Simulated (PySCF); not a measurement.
**BLYP on Rh³⁺ (rhodium, charge +3)**

Configuration: [Kr] 4d6, high-spin 5D determinant. All numbers are calculated (PySCF 2.14, scalar relativity by spin-free X2C-1e, in aug-cc-pwCVTZ-DK (11s10p8d4f3g, 136 functions)).

```
Total energy                                                  : -4781.55 hartree
One-electron energy                                           : -6535.46 hartree
Hartree (Coulomb) energy                                      : 1893.04 hartree
Exchange-correlation energy                                   : -139.13 hartree
⟨S²⟩                                                          : 6.0007
⟨L²⟩                                                          : 6.008
Sum of ⟨r⟩                                                    : 24.45 bohr
Sum of ⟨r²⟩                                                   : 26.36 bohr²
Traceless quadrupole moment −½Σ⟨3z² − r²⟩ along its main axis : 0.554 e·bohr²
Langevin diamagnetic susceptibility                           : -20.9 ×10⁻⁶ cm³/mol
```

```tsv
shell	electrons	mean orbital energy (eV)	spread (eV)	rms radius, mean of both spins (bohr)
1s β	1	-23041.1	0	0.0375
1s α	1	-23041.1	0	0.0375
2s α	1	-3373.1	0	0.154
2s β	1	-3372.4	0	0.154
2p α	3	-3028.6	0.354	0.137
2p β	3	-3028.1	0.213	0.137
3s α	1	-632.58	0	0.418
3s β	1	-632.21	0	0.418
3p α	3	-519.18	0.657	0.421
3p β	3	-518.76	0.551	0.421
3d α	5	-337.27	0.771	0.405
3d β	5	-336.62	0.531	0.405
4s α	1	-119.48	0	1.03
4s β	1	-116.36	0	1.03
4p α	3	-87.127	1.389	1.14
4p β	3	-83.904	0.516	1.14
4d α	5	-40.579	1.582	1.49
4d β	1	-37.831	0	1.49
```

Densities and radii are taken from the X2C orbitals without a picture-change correction, which distorts them close to the nucleus.
